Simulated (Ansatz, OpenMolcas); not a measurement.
## CH5BClNO: a line through the functionals

The species is CH5BClNO (10 atoms), meant as a singlet with charge 0. As SMILES, `NB(Cl)CO`. The coordinates come from a PBE0-D4/def2-TZVP relaxation. This is a higher conformer, about 10 kJ/mol above the lowest found by a separate search.

The HOMO–LUMO gap y, in eV, basis 6-31G(d); a is the functional's share of exact exchange. Programs: Ansatz 0.2.0, OpenMolcas 26.06.

```
functional     program     a  y (eV)
      TPSS  OpenMolcas     0    5.33
    r2SCAN      Ansatz     0    5.78
     B3LYP      Ansatz   0.2       ?
   r2SCAN0      Ansatz  0.25    8.30
      PBE0      Ansatz  0.25    7.82
     BHLYP      Ansatz   0.5   10.67
```

Question: Fit y = c + s·a to the known rows and predict B3LYP.

Answer: 
1. Means of the 5 rows: a = 0.2000, y = 7.580.
2. Σ(Δa)² = 0.175, Σ(Δa·Δy) = 1.785, so the slope is 1.785/0.175 = 10.2.
3. Intercept: 7.580 − (10.2) × 0.2000 = 5.540. The largest residual of the fit is 0.27.
4. B3LYP: 5.540 + (10.2) × 0.2 = 7.58 eV.

The run gave 7.33 eV, so the prediction is off by +0.25 eV, within the largest residual. Exact exchange lowers occupied levels and raises empty ones. The rows mix families of semi-local functionals, which the line can't see.
